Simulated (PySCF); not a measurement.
Fill in the blanks.

C6H11NSi2.
SMILES: `c1ccn(C2[SiH2]C[SiH2]2)c1`

Conformer (atom-mapped SMILES and torsion angles): `[cH:1]1[cH:2][cH:3][n:4]([CH:5]2[SiH2:6][CH2:7][SiH2:8]2)[cH:9]1`: C3–N4–C5–Si6 -57°.

| property | level | value |
| --- | --- | --- |
| rotational constants A, B, C | PBE0-D3(BJ)/def2-SVP | 2.723, 0.704, 0.659 GHz |
| dipole moment | CAM-B3LYP/def2-SVPD | 2.65 D |
| HOMO energy | CAM-B3LYP/def2-SVPD | ? |
| LUMO energy | CAM-B3LYP/def2-SVPD | 0.58 eV |
| lowest singlet excitation | TDDFT CAM-B3LYP/def2-SVPD | 5.46 eV (227 nm, f = 0.025) |
| strongest line among the 10 lowest singlet transitions | TDDFT CAM-B3LYP/def2-SVPD | ? |
| lowest triplet excitation (Tamm–Dancoff) | TDA CAM-B3LYP/def2-SVPD | ? |
| static isotropic polarisability | CAM-B3LYP/def2-SVPD | 127.6 au |
| vertical ionisation energy | ΔSCF CAM-B3LYP/def2-SVPD | ? |
| electronic spatial extent ⟨r²⟩ about the centre of nuclear charge | CAM-B3LYP/def2-SVPD | ? |
| 13C chemical shifts (computed TMS as zero) by class | GIAO PBE0/pcSseg-1 | 123.7 (2 C), 113.9 (2 C), 37.7 (1 C), -15.0 (1 C) ppm |
| 1H chemical shifts (computed TMS as zero) by class | GIAO PBE0/pcSseg-1 | ? |
| isotropic shieldings of nuclei other than C and H, by class | GIAO PBE0/pcSseg-1 | 80 (1 N), 378 (2 Si) ppm |
| core binding energies | ΔSCF SCAN, pcX-2 on the ionised atom, pcseg-1 elsewhere, spin-free X2C, 2p3/2 from a spin–orbit splitting computed afterwards within the 2p shell | Si2p3/2 106.6 (×2), C1s 289.4 (×2), C1s 289.9, C1s 290.1 (×2), C1s 290.8, N1s 405.7, Si1s 1846.3 (×2) eV |

Electronic properties: PySCF, gas phase, density fitting. Isolated species at its PBE0-D3(BJ)/def2-SVP geometry (one conformer only). NMR classes are plain means over equivalent atoms (diastereotopic ones count apart unless rotation or inversion swaps them), as if these changed places fast; in this geometry the members of some classes differ.

**Question.** Give the vertical ionisation energy.

**Answer.** 7.91 eV.

**Question.** Give the electronic spatial extent ⟨r²⟩ about the centre of nuclear charge.

**Answer.** 1850 bohr².

**Question.** What is the strongest line among the 10 lowest singlet transitions?

**Answer.** S6 at 6.14 eV (202 nm, f = 0.189).

**Question.** Give the 1H chemical shifts (computed TMS as zero) by class.

**Answer.** 6.50 (2 H), 6.19 (2 H), 5.10 (2 H), 4.94 (2 H), 3.69 (1 H), 0.27 (1 H), 0.12 (1 H) ppm.

**Question.** The HOMO energy?

**Answer.** -7.28 eV.

**Question.** The lowest triplet excitation (Tamm–Dancoff)?

**Answer.** 4.27 eV.

With B = h/(8π²I), that is 505.379 GHz u Å² over I, the principal moments of inertia are 185.6, 717.9 and 766.5 u Å² (most abundant isotopes); the inertial defect Ic − Ia − Ib is -137.0 u Å² (zero for a rigid planar frame, negative otherwise). The vertical singlet–triplet gap S1 − T1 is 1.19 eV (TDDFT singlet less Tamm–Dancoff triplet). The principal polarisabilities are 113.7, 114.8 and 154.2 au; their mean is the isotropic value.
